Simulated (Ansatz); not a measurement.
Ansatz (an electronic-structure program) input:
A basis named .json is the Basis Set Exchange file of that set.

Ansatz 0.2 input:
```yaml
crystal:
  periodic: [false, false, false]
  atoms:
    - {symbol: Si, position_ang: [-0.00531629, -0.01719300, 0.24578825]}
    - {symbol: F, position_ang: [-0.03941444, -0.12746730, 1.82225111]}
    - {symbol: Cl, position_ang: [1.79541348, -0.68156269, -0.39997231]}
    - {symbol: Cl, position_ang: [-0.27224446, 1.92485259, -0.26237484]}
    - {symbol: Cl, position_ang: [-1.49792443, -1.16164827, -0.50478788]}
basis:
  gaussian:
    orbitals: aug-cc-pV_D+d_Z.json
magnetization: {spin_polarized: false}
correlation: {method: ccsd_t, electrons: outside_noble_gas}
output: {forces: true}
```

Predict the final energy.

-1767.94520 Eh (CCSD(T)/aug-cc-pV(D+d)Z). The basis has 151 functions.
